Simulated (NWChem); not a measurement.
Si₂H₄OF₂; SMILES O[Si@@H](F)[SiH2]F

```xyz
9

O     -1.1423    -1.8355    -0.0987
Si     0.1066    -0.8655     0.3867
F      1.4741    -1.2811    -0.3932
Si    -0.5426     1.2829    -0.2779
F      0.5763     2.3481     0.2493
H     -1.1359    -2.7631     0.1575
H      0.4075    -1.0348     1.8380
H     -0.6290     1.3818    -1.7633
H     -1.8541     1.6530     0.3294
```
Atoms are numbered in this order, from 1.

All runs: NWChem. Medium grid unless said otherwise, to which SCAN and Minnesota functionals are sensitive. The geometry was optimised at PBE0/def2-SVP.

Problem. Predict the results for r2SCAN/def2-TZVP. Quantities: highest occupied level (eV); orbital gap (eV); dipole (D).

Solution. 
* **highest occupied level (eV)**: -7.44
* **orbital gap (eV)**: 5.92
* **dipole (D)**: 2.39
